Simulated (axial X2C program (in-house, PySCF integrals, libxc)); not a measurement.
**A run on NbC without results**

A two-component calculation with an in-house all-electron X2C program for linear molecules (integrals from PySCF).

Input and command:
```json
{"zs": [41, 6], "q": 0, "bas": ["dyall-acv3z", "dyall-av3z"], "r0": 1.92, "levels": ["PBE0", "HF", "B3LYP"], "nst": 1, "ff": 1, "thr": -3.5, "nmax": 130, "opt": {"ecut": 60}}
```
```bash
python soeom.py task.json out
```

Keys: zs atomic numbers; q charge; bas basis sets; r0 starting distance in Å; levels methods; nst determinants followed; ff finite-field run; thr threshold in hartree for freezing inner shells (an s shell follows its p shell); nmax most natural virtual spinors; ecut virtual cutoff in hartree.

Outcome:

The PBE0 distance search ended without bracketing a minimum (an unconverged step or the end of its range); this says nothing on whether the molecule is bound.
